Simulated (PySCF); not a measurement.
## Exercise with solution: oscillator strength and radiative lifetime

Te(Br)(SeH) (BrHSeTe), SMILES [SeH][Te]Br.

Geometry optimised at PBE0-D3(BJ)/def2-SVP. This is a generated structure with no PubChem entry under its InChIKey; it may be hypothetical. The def2 effective core potentials stand for the cores of Te; spin–orbit coupling is left out. One conformer was computed; it need not be the lowest.

TDA-PBE/def2-SVPD (PySCF 2.14.0) puts the first singlet state with f over 0.02 at 3.57 eV (vertical), with the transition dipole (-0.587, -0.365, -0.129) in atomic units.

Find the oscillator strength, the wavelength and the radiative lifetime that this transition would have in vacuum if emission retraced absorption.


|μ|² = 0.4944 au, so |μ| = 1.79 D. ΔE = 3.57/27.211 = 0.1312 hartree. f = (2/3) ΔE |μ|² = 0.043 (the program prints 0.043).
λ = 1239.84/3.57 = 347 nm; ν = 28794 cm⁻¹.
Einstein's coefficient A = 0.6670 ν² f s⁻¹ (ν in cm⁻¹) = 2.4e7 s⁻¹, so τ = 1/A = 42 ns. This state is S3; the lower singlets have f = 0.001, 0.001. The figure is the radiative limit of this one transition; relaxation, internal conversion, crossing to triplets and a medium change what is measured.
